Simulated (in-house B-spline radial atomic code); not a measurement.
How numerical settings move a run on Ne VII (Ne6+), [He] 2s2. Computed with a B-spline radial code for spherical atoms: scalar-relativistic (X2C) B97-1, spin-polarised, spherical fractional occupations, Fermi nucleus of rms radius 3.0055 fm.

Command:
```bash
python run_scf.py task.json out
```
Settings of the sound reference run:
```
Z                10
electrons        4
configuration    [He] 2s2
hamiltonian      x2c
method           b97_1
spin_polarised   True
nucleus          fermi
rms_radius       3.0055
mass_number      20
atomic_mass      19.99244
speed_of_light   137.036
knot_spacing     0.22
spline_order     8
gauss_points     12
box_radius       8.96
max_iterations   70
damping          0.5
damped_steps     3
diis_vectors     10
tolerance        1e-08
start            Thomas-Fermi
```

Cost of the run: 0.22 s on 1 thread of Intel(R) Xeon(R) Platinum 8488C, with other jobs on the host.

It converges in 7 iterations to -110.378065 hartree, with 2s up at -195.212 eV. The other runs change the listed settings, some to values that make no sense; their results aren't properties of the atom or ion. Radii are in bohr (the nuclear one in fm), a minus after a letter asks for a j subshell, and «unchanged» means within 1e-8 hartree. The run stops when the residual is below 10 × tolerance × max(1, Z/10), or a noise floor if that is larger, and the energy moves by less than 1e-8 × √|E| hartree; so very loose and very tight tolerances often act alike.

| changed settings | outcome |
| --- | --- |
| box_radius = 2.69, max_iterations = 50, damping = 0 | converged in 6 iterations, energy +3.95e-04 hartree from the reference, 2s up level +1.2e-02 eV (the program warns: 2s up reaches the box edge; 2s down reaches the box edge) |
| damping = 0.95 | converged in 7 iterations, energy unchanged |
| gauss_points = 4, max_iterations = 100, diis_vectors = 0 | converged in 18 iterations, energy +3.42e-07 hartree from the reference, 2s up level +2.7e-05 eV |
| spline_order = 10, max_iterations = 12 | converged in 7 iterations, energy -6.03e-07 hartree from the reference, 2s up level -7.9e-05 eV |
| hamiltonian = dirac, method = hf | stopped with error: spin polarisation is not served with the Dirac Hamiltonian |
| electrons = 5, configuration = [He] 2s3, max_iterations = 50 | stopped with error: shell 2s holds at most 1 electrons (per spin) |
| gauss_points = 3, max_iterations = 75, damped_steps = 8, tolerance = 1e-05, start = bare nucleus | converged in 13 iterations, energy -4.20e+04 hartree from the reference, 2s up level -4.0e+02 eV |
| knot_spacing = 1.4, max_iterations = 8, damping = 0, start = bare nucleus | converged in 6 iterations, energy +5.00e-01 hartree from the reference, 2s up level +8.3e-02 eV (the program warns: 1s up reaches the box edge; 1s down reaches the box edge) |
| gauss_points = 3 | converged in 16 iterations, energy -4.20e+04 hartree from the reference, 2s up level -4.0e+02 eV |

(1) What happens with gauss_points = 5?

(2) What happens with damping = 0?

(3) What happens with gauss_points = 4?

(4) What happens with gauss_points = 6?

## Answers

(1) Converged in 7 iterations, energy -6.29e-08 hartree from the reference, 2s up level -3.1e-06 eV.

(2) Converged in 6 iterations, energy unchanged.

(3) Converged in 7 iterations, energy +3.42e-07 hartree from the reference, 2s up level +2.5e-05 eV.

(4) Converged in 7 iterations, energy unchanged, 2s up level +3.9e-07 eV.
